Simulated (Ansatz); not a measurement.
Reaction (ligand exchange at the Si–C bond): `O=CC(O)[SiH2]O` + `O[SiH]1C=C1` → `O[SiH2]O[SiH]1C=C1` + `O=CCO`

Program: Ansatz. Geometries: PBE0-D4/def2-TZVP. ΔE: electronic, gas phase. CCSD(T)/CBS adds triple-zeta CCSD(T) − MP2 to the extrapolated MP2 energy (def2 sets, frozen cores). Functionals use def2-TZVPP. Each species was taken in one conformer, which may not be the lowest.

`O=CC(O)[SiH2]O`:

Z-matrix (Å, degrees):
```
C
C 1 1.478
Si 1 1.915 2 112.7
O 1 1.409 2 111.5 3 -116.9
H 1 1.100 2 108.8 3 120.1
O 2 1.208 1 121.5 3 110.0
H 2 1.107 1 116.8 3 -68.9
O 3 1.638 1 106.6 2 -170.3
H 3 1.482 1 112.4 2 72.4
H 3 1.486 1 106.6 2 -49.4
H 4 0.972 1 105.0 2 3.7
H 8 0.961 3 114.6 1 44.9
```

`O[SiH]1C=C1`:

```xyz
8

O    -1.110   -1.636   -0.278
Si   -0.421   -0.186   -0.612
C     1.127    0.402    0.068
C     0.065    1.031    0.608
H    -0.910   -2.027    0.574
H    -0.910    0.144   -1.961
H     2.197    0.474    0.234
H    -0.038    1.798    1.368
```

`O[SiH2]O[SiH]1C=C1`:

```xyz
12

O     2.364   -1.655    0.111
Si    2.093   -0.061   -0.147
O     0.528    0.338    0.089
Si   -0.978    0.315   -0.534
C    -2.350    1.120    0.276
C    -2.400   -0.218    0.406
H     2.307   -1.985    1.008
H     2.474    0.172   -1.557
H     2.878    0.771    0.796
H    -0.871    0.167   -1.999
H    -2.970    1.932    0.638
H    -3.077   -0.896    0.914
```

`O=CCO`:

Cartesian coordinates in Å:
```
O -0.917 0.608 -1.328
C -0.867 0.353 -0.154
C 0.362 -0.229 0.472
O 1.378 -0.422 -0.451
H -1.727 0.537 0.518
H 0.674 0.448 1.284
H 0.071 -1.174 0.959
H 1.026 -0.119 -1.301
```

| level | ΔE (eV) |
| --- | --- |
| PBE0-D4 | -1.18 |
| ωB97M-V | -1.25 |
| r2SCAN | -1.21 |
| MP2/def2-TZVPP | -1.28 |

Task: What does CCSD(T)/CBS give? (Best estimate.)

Result: The calculation gave: -1.29 eV. The listed levels differ from it by 0.11, 0.04, 0.08, 0.01 eV.

Largest T1 diagnostic among the species: 0.014.

From PBE to PBE0 (25 % exact exchange), in def2-TZVPP and without D4, ΔE moves by −0.10 eV. In def2-TZVPP, CCSD(T) changes the Hartree–Fock value by +0.31 eV (the triples alone add +0.05 eV) and MP2 by +0.31 eV.
